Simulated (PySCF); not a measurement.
C2H7OSi, SMILES C[Si](C)O, multiplicity 2.

Coordinates come from a PBE0-D3(BJ)/def2-SVP optimisation. The isomer is the one that the SMILES or the coordinates give; other isomers of the formula were not compared. The values are those of a single conformer.

Method: PBE0-D3(BJ)/def2-SVP (PySCF 2.14.0).

Frequencies are harmonic and unscaled.

Problem. Give all harmonic wavenumbers and intensities. (An estimate is asked for; the answer gives what the named calculation found.)

Solution. 
```csv
mode,ν (cm⁻¹),IR (km/mol),moving atoms (share of kinetic energy)
1,128,0.7,H 98 %
2,151,0.1,H 96 %
3,194,6.4,"H 42 %, C 39 %, Si 11 %, O 8 %"
4,231,10.7,"H 43 %, O 23 %, C 21 %, Si 14 %"
5,253,24.2,"H 46 %, Si 23 %, O 17 %, C 14 %"
6,283,82.3,"H 54 %, O 26 %, Si 15 %"
7,632,4.5,"C 58 %, H 21 %, Si 14 %"
8,671,3.0,"H 73 %, C 22 %"
9,707,4.3,"H 68 %, C 25 %"
10,737,88.7,"H 57 %, C 20 %, Si 17 %"
11,773,37.9,"H 54 %, C 20 %, O 16 %, Si 10 %"
12,832,68.2,"H 69 %, C 19 %, Si 9 %"
13,857,191.2,"H 55 %, Si 18 %, O 16 %, C 11 %"
14,898,73.2,"Si 37 %, H 30 %, O 26 %"
15,1245,25.3,"H 78 %, C 22 %"
16,1253,17.3,"H 79 %, C 21 %"
17,1415,5.7,H 95 %
18,1420,2.2,H 95 %
19,1424,5.4,H 96 %
20,1433,12.4,H 96 %
21,3041,4.8,H 97 %
22,3048,3.4,H 97 %
23,3145,3.2,"H 91 %, C 9 %"
24,3151,3.1,"H 91 %, C 9 %"
25,3163,3.3,"H 91 %, C 9 %"
26,3175,1.8,"H 91 %, C 9 %"
27,3930,99.8,H 94 %
```
